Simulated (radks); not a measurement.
Values are calculated unless marked as measured or tabulated.
Question: The indium ion In2+, [Kr] 4d10 5s1. Code: a radial shooting solver on a logarithmic mesh with Libxc functionals. Model: non-relativistic Kohn-Sham, PBE, spin-polarised, spherical densities, point nucleus. Every spin shell is full or empty, so the densities are truly spherical. Functionals are evaluated on that one density, not self-consistently. Rank these orbital-free kinetic functionals by their error against the exact value of the orbitals, and give that value: Thomas-Fermi, von Weizsacker, TF + vW, TF + vW/9, LC94, revAPBEK, Perdew 92, Thakkar, LKT, DePristo-Kress, Ernzerhof.

Answer: Exact: 5738.95 hartree. From best to worst, with 100 (|E| - |E exact|)/|E exact| (equal figures are ties): LC94 +0.08, DePristo-Kress -0.08, revAPBEK +0.31, Ernzerhof -0.39, Thakkar -0.56, Perdew 92 -0.66, TF + vW/9 -0.67, Thomas-Fermi -5.32, LKT +19.35, TF + vW +36.52, von Weizsacker -58.16.
